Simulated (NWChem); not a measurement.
Molecule: Si2NH7O; SMILES O[Si@H]([SiH3])N

```xyz
11

N     -1.4303     1.2447    -0.2473
Si     0.0215     0.5508     0.3752
O      1.3798     1.2659    -0.3054
Si    -0.0091    -1.7581    -0.0778
H     -1.7273     2.1533     0.0910
H     -1.6556     1.1408    -1.2299
H     -0.0129     0.8043     1.8450
H      2.2281     0.8297    -0.1397
H     -0.3152    -2.0200    -1.5148
H     -1.0325    -2.4598     0.7472
H      1.3151    -2.3858     0.2122
```
Atoms are numbered in this order, from 1.

Computed with NWChem. Structure relaxed at the B3LYP/6-31G* (spherical d) level.

**Question.** Estimate the computed values for CAM-B3LYP/def2-TZVP. Quantities: highest occupied level (eV); orbital gap (eV); dipole (D).

**Answer.** 
| Property | Result |
|---|---|
| highest occupied level (eV) | -8.92 |
| orbital gap (eV) | 9.95 |
| dipole (D) | 0.48 |
